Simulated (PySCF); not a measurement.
H4Si2 (SMILES [SiH][SiH3]), singlet, at the geometry of the source list. Base run: B3LYP/STO-3G (PySCF).

PySCF was given this input:
```python
from pyscf import gto, scf, dft

mol = gto.Mole()
mol.atom = '''
    Si   -0.554000   -0.010100   -0.006400
    Si    1.558900    0.868100   -0.099500
    H    -0.939700   -0.994000   -1.032000
    H    -1.486100    1.113200   -0.207300
    H    -0.989500   -0.627000    1.257500
    H     2.410400   -0.350100    0.087700
'''
mol.basis = 'sto-3g'
mol.charge = 0
mol.spin = 0
mol.verbose = 4
mol.build()

mf = dft.RKS(mol)
mf.xc = 'b3lyp'
mf.kernel()
mf.analyze()
```

Each row names what was changed in the base input (with any setting that the change needs).

```csv
change,ΔE vs base (µEh),grid points,electrons on the grid
base,0.0,77592,32.00000
"grids.atom_grid = (99, 590)",1.3,193048,32.00000
"grids.atom_grid = (75, 302)",3.7,87088,32.00000
"grids.atom_grid = (150, 974)",1.0,483000,32.00000
grids.radi_method = delley,0.2,82152,32.00000
small_rho_cutoff = 0,0.0,77592,32.00000
grids.prune = off,0.1,129840,32.00000
grids.level = 1,-43.1,22712,32.00001
grids.radi_method = gauss_chebyshev,0.2,75480,32.00000
grids.prune = dft.gen_grid.treutler_prune,0.0,69744,32.00000
grids.prune = dft.gen_grid.sg1_prune,-22.5,30000,32.00000
```
